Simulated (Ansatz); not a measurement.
H3In (SMILES [InH3]) moved off its minimum; all values from Ansatz (a quantum-chemistry and plane-wave program), cores frozen in correlated methods. Elements past Kr take the def2 small-core potentials, without spin–orbit coupling.
(charge 0, multiplicity 1)
```xyz
4

In     0.2578    -0.0774     0.1657
H      0.7001    -0.3944     1.6332
H     -0.3456     1.7033    -0.1984
H     -0.2492    -1.2908    -1.0125
```

Forces at PBE/def2-TZVPP (eV/Å):

```csv
atom,Fx,Fy,Fz
In1,-1.933,1.507,-2.680
H2,1.033,-0.546,2.435
H3,0.595,-1.206,0.140
H4,0.305,0.245,0.105
```

Problem. Give the forces (eV/Å), the total energy and the dipole at CCSD(T)/def2-TZVPPD.

Solution. 
| atom | Fx | Fy | Fz |
|---|---|---|---|
| In1 | -1.998 | 1.683 | -2.948 |
| H2 | 1.150 | -0.647 | 2.812 |
| H3 | 0.582 | -1.147 | 0.132 |
| H4 | 0.266 | 0.111 | 0.004 |
Energy -191.0092 hartree, dipole 1.20 D.
